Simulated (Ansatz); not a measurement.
`C#[C][Al]([F])[Cl]` + `C[S][GeH2][CH3]` → `C[S][Al]([F])[Cl]` + `C#[C][GeH2][CH3]`  (redistribution)

Isolated molecules relaxed with PBE0-D4/def2-TZVP in Ansatz; ΔE leaves out vibrations. CCSD(T)/CBS adds triple-zeta CCSD(T) − MP2 to the extrapolated MP2 energy (def2 sets, frozen cores). DFT in def2-TZVPP. B3LYP here is the variant with VWN-RPA as its local correlation; programs differ in this. HSE06 is defined as in plane-wave codes. For Ge outer-core shells are correlated without core-valence functions, which leaves a few kJ/mol of doubt a bond. Scalar relativity is left out up to krypton. Each species was taken in one conformer, which may not be the lowest.

`C#[C][Al]([F])[Cl]`:

Cartesian coordinates in Å:
```
C 0.165 0.870 -1.665
C 0.075 0.271 -0.619
Al -0.073 -0.635 1.019
F 0.338 -2.215 1.121
Cl -0.750 0.311 2.734
H 0.244 1.398 -2.589
```

`C[S][GeH2][CH3]`:

```xyz
12

C     1.655    1.091   -0.626
S     0.571    0.168   -1.749
Ge   -1.190   -0.096   -0.425
C    -0.760   -1.230    1.104
H     2.557    1.335   -1.188
H     1.186    2.020   -0.300
H     1.938    0.494    0.241
H    -2.272   -0.736   -1.311
H    -1.651    1.295    0.060
H    -1.643   -1.361    1.732
H    -0.421   -2.206    0.757
H     0.028   -0.775    1.706
```

`C[S][Al]([F])[Cl]`:

Cartesian coordinates in Å:
```
C -0.724 1.015 0.710
S 0.745 0.983 -0.378
Al 0.877 -1.108 -0.839
F -0.228 -2.148 -0.205
Cl 2.373 -1.851 -2.070
H -1.150 0.023 0.849
H -0.424 1.418 1.676
H -1.469 1.668 0.258
```

`C#[C][GeH2][CH3]`:

```xyz
10

C     2.540    0.631   -0.491
C     1.474    0.071   -0.429
Ge   -0.222   -0.790   -0.316
C    -1.460    0.371    0.640
H     3.483    1.124   -0.547
H    -0.705   -1.064   -1.749
H    -0.023   -2.124    0.421
H    -2.438   -0.105    0.717
H    -1.567    1.317    0.110
H    -1.083    0.569    1.644
```

| level | ΔE (kJ/mol) | difference from CCSD(T)/CBS |
| --- | --- | --- |
| PBE-D4 | -16.8 | 0.7 |
| revPBE-D4 | -14.6 | 2.9 |
| BLYP-D4 | -12.8 | 4.7 |
| r2SCAN-D4 | -16.8 | 0.7 |
| B97M-V | -13.7 | 3.8 |
| PBE0-D4 | -17.9 | -0.4 |
| B3LYP-D4 | -14.5 | 3.0 |
| r2SCANh-D4 | -17.1 | 0.4 |
| r2SCAN0-D4 | -17.7 | -0.2 |
| BHLYP-D4 | -16.1 | 1.4 |
| CAM-B3LYP-D4 | -17.2 | 0.3 |
| ωB97X-V | -18.0 | -0.5 |
| ωB97M-V | -16.9 | 0.6 |
| PBE-QIDH | -19.6 | -2.1 |
| PBE | -17.9 | -0.4 |
| revPBE | -16.8 | 0.7 |
| BLYP | -14.8 | 2.7 |
| r2SCAN | -17.1 | 0.4 |
| B3LYP | -16.1 | 1.4 |
| r2SCANh | -17.5 | 0.0 |
| r2SCAN0 | -18.1 | -0.6 |
| HSE06 | -18.8 | -1.3 |
| BHLYP | -17.3 | 0.2 |
| CAM-B3LYP | -18.3 | -0.8 |
| LC-ωPBE | -22.1 | -4.6 |
| RPA@PBE/def2-TZVPP | -17.5 | 0.0 |
| HF/def2-SVP | -18.7 | -1.2 |
| MP2/def2-SVP | -19.4 | -1.9 |
| CCSD/def2-SVP | -19.4 | -1.9 |
| CCSD(T)/def2-SVP | -19.3 | -1.8 |
| HF/def2-TZVPP | -17.6 | -0.1 |
| MP2/def2-TZVPP | -18.8 | -1.3 |
| SCS-MP2/def2-TZVPP | -18.6 | -1.1 |
| CCSD(T)/def2-TZVPP | -18.9 | -1.4 |
| HF/def2-QZVPP | -17.5 | 0.0 |
| MP2/def2-QZVPP | -17.9 | -0.4 |
| SCS-MP2/def2-QZVPP | -18.1 | -0.6 |
| HF/CBS(def2) | -17.5 | 0.0 |
| MP2/CBS(def2) | -17.4 | 0.1 |
| CCSD/CBS(def2) | -17.6 | -0.1 |
| CCSD(T)/CBS | -17.5 | 0 |

Largest T1 diagnostic among the species: 0.012.

Leaving LDA and LC-ωPBE aside and taking each functional with its dispersion term where it has one, the values spread over 6.9 kJ/mol, from PBE-QIDH to BLYP-D4. LDA lies −3.5 kJ/mol from PBE without D4.
